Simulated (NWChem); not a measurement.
A series in which one site is exchanged, each optimised at PBE0/def2-SVP with NWChem, gas phase unless a solvent is named. For some, no frequency run checked for a minimum. def2 effective core potentials on Hf; no spin-orbit coupling.

A: [F][Hf]([Cl])([Cl])[Cl] (HfCl3F; site = Hf)
B: [F][Ge]([Cl])([Cl])[Cl] (GeCl3F; site = Ge)
C: [Si](F)(Cl)(Cl)Cl (SiCl₃F; site = Si)
D: FC(Cl)(Cl)Cl (CCl3F; site = C)

Question: Rank them by static polarisability, PBE/def2-SVPD (bohr³), lowest first.

Answer: D (58.9), C (65.7), B (71.9), A (83.4)
